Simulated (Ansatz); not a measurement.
```yaml
crystal:
  periodic: [false, false, false]
  atoms:
    - {symbol: C, position_ang: [-0.652689, 2.142895, 0.319479]}
    - {symbol: O, position_ang: [-0.909294, 0.976667, -0.311951]}
    - {symbol: Si, position_ang: [0.193800, -0.131751, -0.558155]}
    - {symbol: C, position_ang: [-0.570438, -1.417622, -1.531058]}
    - {symbol: Ge, position_ang: [0.999133, -0.952961, 1.428476]}
    - {symbol: H, position_ang: [-1.518706, 2.731617, 0.288081]}
    - {symbol: H, position_ang: [0.127854, 2.672621, -0.147665]}
    - {symbol: H, position_ang: [-0.392321, 1.988403, 1.327477]}
    - {symbol: H, position_ang: [1.300227, 0.451111, -1.263880]}
    - {symbol: H, position_ang: [0.122730, -2.173988, -1.750584]}
    - {symbol: H, position_ang: [-1.374386, -1.847861, -1.013785]}
    - {symbol: H, position_ang: [-0.929956, -1.026174, -2.435296]}
    - {symbol: H, position_ang: [1.562456, 0.109372, 2.290026]}
    - {symbol: H, position_ang: [2.079124, -1.933942, 1.183280]}
    - {symbol: H, position_ang: [-0.058653, -1.637154, 2.203586]}
basis:
  gaussian: {orbitals: def2-TZVPD}
hamiltonian: {xc: {name: r2SCAN50}, dispersion: d3bjatm}
output: {forces: true}
```

```sh
$ ansatz run in.yaml --threads 8 --pin off --events-out ev --progress --plain --max-ram 18278MiB
```

Shortened log:

```
Functional definition: r2SCAN50
1948 factors; their error is unknown
mean field evaluation 1: about -68670.6700 eV, gradient 5.7e1 eV
mean field evaluation 2: about -68671.8516 eV, gradient 5.1e1 eV
mean field evaluation 4: about -68676.9324 eV, gradient 2.0e0 eV
mean field evaluation 8: about -68676.9417 eV, gradient 8.9e-2 eV
mean field evaluation 16: about -68677.4325 eV, gradient 1.1e-4 eV
mean field -68677.43245021 eV, -2523.8490913094 hartree, gradient 3.4e-5 eV, S^2 0.000000; 0 other end points of the search recorded, 0 dependent functions left out
reference -68677.43246093 eV, -2523.8490917036 hartree; 38, 38 occupied and 263, 263 virtual orbitals, 1948 factors
Total energy: -68677.56555326 eV, -2523.8539827564 hartree
Atom 0 at    -0.652689     2.142895     0.319479 Å, force    -0.117212     0.390993     0.156555 eV/Å
Atom 1 at    -0.909294     0.976667    -0.311951 Å, force    -1.432368    -0.337212    -0.552678 eV/Å
Atom 2 at     0.193800    -0.131751    -0.558155 Å, force     0.656087    -0.443088    -0.011442 eV/Å
Atom 3 at    -0.570438    -1.417622    -1.531058 Å, force     0.085740    -0.072851    -0.029454 eV/Å
Atom 4 at     0.999133    -0.952961     1.428476 Å, force     0.023309     0.027571     0.009662 eV/Å
Atom 5 at    -1.518706     2.731617     0.288081 Å, force    -1.088383     0.917481     0.043514 eV/Å
Atom 6 at     0.127854     2.672621    -0.147665 Å, force     1.020152     0.755243    -0.566298 eV/Å
Atom 7 at    -0.392321     1.988403     1.327477 Å, force     0.347327    -0.123381     1.341672 eV/Å
Atom 8 at     1.300227     0.451111    -1.263880 Å, force     0.789063     0.420648    -0.494438 eV/Å
Atom 9 at     0.122730    -2.173988    -1.750584 Å, force     0.873101    -1.032941    -0.323103 eV/Å
Atom 10 at    -1.374386    -1.847861    -1.013785 Å, force    -1.067162    -0.580980     0.669636 eV/Å
Atom 11 at    -0.929956    -1.026174    -2.435296 Å, force    -0.479705     0.495917    -1.195813 eV/Å
Atom 12 at     1.562456     0.109372     2.290026 Å, force     0.384321     0.711866     0.591031 eV/Å
Atom 13 at     2.079124    -1.933942     1.183280 Å, force     0.724588    -0.663678    -0.164334 eV/Å
Atom 14 at    -0.058653    -1.637154     2.203586 Å, force    -0.718859    -0.465587     0.525490 eV/Å
Dipole moment:    -0.025525     0.089937    -0.086444 e Å
```

Run time 7.5 s (8 threads of an Arm Neoverse V2 on a shared host); peak host memory 1.4 GiB.
